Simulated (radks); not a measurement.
The numbers below are computed, except where a source is named.
Species: the iron ion Fe+. Configuration: [Ar] 3d6 5p1 (not the ground configuration). Level of theory: scalar-relativistic Kohn-Sham, PBEsol, spin-polarised, spherical densities, finite nucleus; open shells are filled with parallel spins first; Fermi nuclear charge, rms radius 3.7377 fm (a radial shooting solver on a logarithmic mesh with Libxc functionals).

X-ray form factor f0, the Fourier transform of the density (f0(0) = 25):

sin(theta)/lambda (1/angstrom),f0 (electrons)
0.05,23.999
0.1,22.827
0.15,21.658
0.2,20.112
0.25,18.455
0.3,16.826
0.4,13.876
0.5,11.515
0.6,9.765
0.8,7.655
1,6.544
1.25,5.583
1.5,4.708
2,3.185
